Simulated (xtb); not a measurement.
xtb job for C2H8BN3, SMILES N1B(N)NCC1, GFN2-xTB. 

```
$ xtb mol.xyz --gfn 2 --ohess tight --chrg 0 --uhf 0 --json
$ cat mol.xyz
14

N      2.23210000     0.02090000     0.18860000
B      0.89290000    -0.04420000    -0.47110000
N     -0.02630000    -1.24360000    -0.15250000
C     -1.05420000    -0.52300000     0.60990000
C     -1.33660000     0.73180000    -0.21370000
N     -0.06630000     1.00850000    -0.90460000
H      2.38850000     0.85750000     0.84490000
H      3.05260000    -0.15980000    -0.37400000
H      0.49950000    -2.00980000     0.38150000
H     -0.67690000    -0.28780000     1.62060000
H     -1.94170000    -1.19260000     0.61310000
H     -1.53070000     1.50070000     0.59650000
H     -2.14180000     0.56780000    -0.85360000
H     -0.29660000     0.76640000    -1.85220000
```

Log of the run:

```
[banner left out]
          |                Calculation Setup                |
           -------------------------------------------------



           -------------------------------------------------
          |                 G F N 2 - x T B                 |
           -------------------------------------------------

        Reference                      10.1021/acs.jctc.8b01176
      * Hamiltonian:
        H0-scaling (s, p, d)           1.850000    2.230000    2.230000
        zeta-weighting                 0.500000
      * Dispersion:
        s8                             2.700000
        a1                             0.520000
        a2                             5.000000
        s9                             5.000000
      * Repulsion:
        kExp                           1.500000    1.000000
        rExp                           1.000000
      * Coulomb:
        alpha                          2.000000
        third order                    shell-resolved
        anisotropic                    true
        a3                             3.000000
        a5                             4.000000
        cn-shift                       1.200000
        cn-exp                         4.000000
        max-rad                        5.000000


          ...................................................
          :                      SETUP                      :
          :.................................................:
          :  # basis functions                  32          :
          :  # atomic orbitals                  32          :
          :  # shells                           20          :
          :  # electrons                        34          :
          :  max. iterations                   250          :
          :  Hamiltonian                  GFN2-xTB          :
          :  restarted?                      false          :
          :  GBSA solvation                  false          :
          :  PC potential                    false          :
          :  electronic temp.          300.0000000     K    :
          :  accuracy                    1.0000000          :
          :  -> integral cutoff          0.2500000E+02      :
          :  -> integral neglect         0.1000000E-07      :
          :  -> SCF convergence          0.1000000E-05 Eh   :
          :  -> wf. convergence          0.1000000E-03 e    :
          :  Broyden damping             0.4000000          :
          :  net charge                          0          :
          :  unpaired electrons                  0          :
          ...................................................

 iter      E             dE          RMSdq      gap      omega  full diag
   1    -18.3792874 -0.183793E+02  0.563E+00    5.45       0.0  T
   2    -18.4783961 -0.991087E-01  0.406E+00    2.57       1.0  T
   3    -18.4920050 -0.136089E-01  0.212E+00    4.48       1.0  T
   4    -18.5229741 -0.309691E-01  0.505E-01    3.43       1.0  T
   5    -18.5272083 -0.423420E-02  0.240E-01    3.77       1.0  T
   6    -18.5275646 -0.356303E-03  0.414E-02    3.67       1.0  T
   7    -18.5275663 -0.166527E-05  0.964E-03    3.67       2.8  T
   8    -18.5275663 -0.104416E-07  0.339E-03    3.67       7.9  T
   9    -18.5275663  0.111499E-07  0.126E-03    3.67      21.1  T
  10    -18.5275663 -0.258891E-07  0.424E-04    3.67      63.1  T
  11    -18.5275663 -0.166128E-09  0.342E-04    3.67      78.2  T

   *** convergence criteria satisfied after 11 iterations ***

         #    Occupation            Energy/Eh            Energy/eV
      -------------------------------------------------------------
         1        2.0000           -0.6335303             -17.2392
       ...           ...                  ...                  ...
        11        2.0000           -0.4725623             -12.8591
        12        2.0000           -0.4551284             -12.3847
        13        2.0000           -0.4386565             -11.9365
        14        2.0000           -0.4250509             -11.5662
        15        2.0000           -0.3806257             -10.3574
        16        2.0000           -0.3569845              -9.7140
        17        2.0000           -0.3488912              -9.4938 (HOMO)
        18                         -0.2140125              -5.8236 (LUMO)
        19                         -0.0021263              -0.0579
        20                          0.0291254               0.7925
        21                          0.0512997               1.3959
        22                          0.0860104               2.3405
       ...                                ...                  ...
        32                          0.4082506              11.1091
      -------------------------------------------------------------
                  HL-Gap            0.1348787 Eh            3.6702 eV
             Fermi-level           -0.2814519 Eh           -7.6587 eV

 SCC (total)                   0 d,  0 h,  0 min,  0.010 sec
[...]
rotational constants/cm⁻¹ :        0.2422538E+00   0.1059443E+00   0.7602369E-01

 * 14 selected distances

     #   Z          #   Z                                           value/Å
     1   7 N        2   5 B                                       1.4078563
     2   5 B        3   7 N                                       1.4195278
     3   7 N        4   6 C                                       1.4455213
     4   6 C        5   6 C                                       1.5421462 (max)
     2   5 B        6   7 N                                       1.4195267
     5   6 C        6   7 N                                       1.4454142
     1   7 N        7   1 H                                       1.0017060
     1   7 N        8   1 H                                       1.0016333 (min)
     3   7 N        9   1 H                                       1.0034692
     4   6 C       10   1 H                                       1.1009128
     4   6 C       11   1 H                                       1.0975982
     5   6 C       12   1 H                                       1.0975512
     5   6 C       13   1 H                                       1.1009184
     6   7 N       14   1 H                                       1.0034544

 * 5 distinct bonds (by element types)

   Z      Z             #   av. dist./Å        max./Å        min./Å
   1 H    6 C           4     1.0992452     1.1009184     1.0975512
   6 C    6 C           1     1.5421462     1.5421462     1.5421462
   1 H    7 N           4     1.0025657     1.0034692     1.0016333
   5 B    7 N           3     1.4156369     1.4195278     1.4078563
   6 C    7 N           2     1.4454678     1.4455213     1.4454142

           -------------------------------------------------
          |               Frequency Printout                |
           -------------------------------------------------
 projected vibrational frequencies (cm⁻¹)
eigval :       -0.00    -0.00    -0.00     0.00     0.00     0.00
eigval :      103.38   124.17   207.25   286.49   358.59   404.06
eigval :      404.90   495.49   573.34   666.30   803.28   871.36
Molecule has the following symmetry elements: (C2)
It seems to be the C2 point group
eigval :      877.06   971.73  1072.78  1090.29  1143.84  1171.54
eigval :     1175.63  1220.82  1232.41  1274.95  1337.92  1387.27
eigval :     1469.99  1494.94  1510.41  1540.24  2817.60  2834.88
eigval :     2887.08  2895.03  3519.01  3520.49  3543.11  3584.78
 reduced masses (amu)
   1: 11.37   2: 10.83   3: 11.26   4: 11.36   5: 11.33   6: 10.34   7:  7.76   8: 10.57
   9:  3.53  10:  8.98  11:  2.72  12:  2.81  13:  1.54  14:  9.97  15: 11.79  16: 10.87
  17:  4.70  18:  3.22  19: 12.13  20:  8.18  21:  7.31  22:  5.93  23: 10.44  24:  2.90
  25:  2.13  26:  3.01  27:  5.29  28:  7.82  29:  5.23  30:  8.34  31:  7.54  32:  2.01
  33:  1.90  34:  5.42  35:  1.90  36:  1.91  37:  1.56  38:  1.49  39:  1.85  40:  1.86
  41:  1.50  42:  2.14
 IR intensities (km·mol⁻¹)
   1:  0.02   2:  0.07   3:  0.01   4:  0.05   5:  0.01   6:  0.00   7:  0.62   8: 28.82
   9:140.65  10:  1.31  11:  1.25  12:305.39  13: 26.99  14: 22.16  15:  0.05  16:  3.96
  17:  8.29  18:  1.74  19:  4.78  20:  0.25  21: 18.84  22:  4.27  23: 20.37  24: 12.27
  25:  7.45  26:  5.19  27: 82.83  28: 59.58  29: 93.29  30:183.48  31:290.87  32:  3.26
  33:  7.51  34:294.32  35:  8.29  36:178.24  37: 54.13  38:144.65  39:  8.25  40:  5.28
  41:  0.33  42:  2.45
 Raman intensities (Ä⁴*amu⁻¹)
   1:  0.00   2:  0.00   3:  0.00   4:  0.00   5:  0.00   6:  0.00   7:  0.00   8:  0.00
   9:  0.00  10:  0.00  11:  0.00  12:  0.00  13:  0.00  14:  0.00  15:  0.00  16:  0.00
  17:  0.00  18:  0.00  19:  0.00  20:  0.00  21:  0.00  22:  0.00  23:  0.00  24:  0.00
  25:  0.00  26:  0.00  27:  0.00  28:  0.00  29:  0.00  30:  0.00  31:  0.00  32:  0.00
  33:  0.00  34:  0.00  35:  0.00  36:  0.00  37:  0.00  38:  0.00  39:  0.00  40:  0.00
  41:  0.00  42:  0.00
 output can be read by thermo (or use thermo option).
 writing <g98.out> molden fake output.
 recommended (thermochemical) frequency scaling factor: 1.0
           -------------------------------------------------
          |             Thermodynamic Functions             |
           -------------------------------------------------

c2  symmetry found (for desy threshold:  0.10E+00) used in thermo

          ...................................................
          :                      SETUP                      :
          :.................................................:
          :  # frequencies                          36      :
          :  # imaginary freq.                       0      :
          :  linear?                             false      :
          :  only rotor calc.                    false      :
          :  symmetry                               c2      :
          :  rotational number                       2      :
          :  scaling factor                  1.0000000      :
          :  rotor cutoff                   50.0000000 cm⁻¹ :
          :  imag. cutoff                  -20.0000000 cm⁻¹ :
          :.................................................:

    mode    ω/cm⁻¹     T·S(HO)/kcal·mol⁻¹    T·S(FR)/kcal·mol⁻¹   T·S(vib)
   ------------------------------------------------------------------------
       1    103.38    -1.01062 ( 94.81%)    -0.84105 (  5.19%)    -1.00182
       2    124.17    -0.90470 ( 97.44%)    -0.78681 (  2.56%)    -0.90168
       3    207.25    -0.61650 ( 99.66%)    -0.63516 (  0.34%)    -0.61656
       4    286.49    -0.44561 ( 99.91%)    -0.53929 (  0.09%)    -0.44570
   ------------------------------------------------------------------------

   temp. (K)  partition function   enthalpy   heat capacity  entropy
                                   cal/mol     cal/K/mol   cal/K/mol   J/K/mol
 298.15  VIB   26.5                 2713.915     19.535     15.576
         ROT  0.598E+05              888.752      2.981     24.840
         INT  0.159E+07             3602.667     22.516     40.416
         TR   0.757E+27             1481.254      4.968     39.213
         TOT                        5083.9213    27.4843    79.6289   333.1672

       T/K    H(0)-H(T)+PV         H(T)/Eh          T*S/Eh         G(T)/Eh
   ------------------------------------------------------------------------
Note: The following floating-point exceptions are signalling: IEEE_UNDERFLOW_FLAG IEEE_DENORMAL
normal termination of xtb
    298.15    0.810174E-02    0.123998E+00    0.378343E-01    0.861634E-01
   ------------------------------------------------------------------------

         :::::::::::::::::::::::::::::::::::::::::::::::::::::
         ::                  THERMODYNAMIC                  ::
         :::::::::::::::::::::::::::::::::::::::::::::::::::::
         :: total free energy         -18.337622168377 Eh   ::
         ::.................................................::
         :: total energy              -18.423785551169 Eh   ::
         :: zero point energy           0.115895890011 Eh   ::
         :: G(RRHO) w/o ZPVE           -0.029732507219 Eh   ::
         :: G(RRHO) contrib.            0.086163382792 Eh   ::
         :::::::::::::::::::::::::::::::::::::::::::::::::::::

optimized geometry written to: xtbopt.xyz


           -------------------------------------------------
          | TOTAL ENERGY              -18.423785551169 Eh   |
          | TOTAL ENTHALPY            -18.299787916889 Eh   |
          | TOTAL FREE ENERGY         -18.337622168377 Eh   |
          | GRADIENT NORM               0.000282845100 Eh/α |
          | HOMO-LUMO GAP               6.749697158526 eV   |
           -------------------------------------------------

------------------------------------------------------------------------
------------------------------------------------------------------------
 total:
 SCF:
 ANC optimizer:
 analytical hessian:
```

The calculation finished and met its thresholds.

Cost: roughly 0.7 core-seconds.
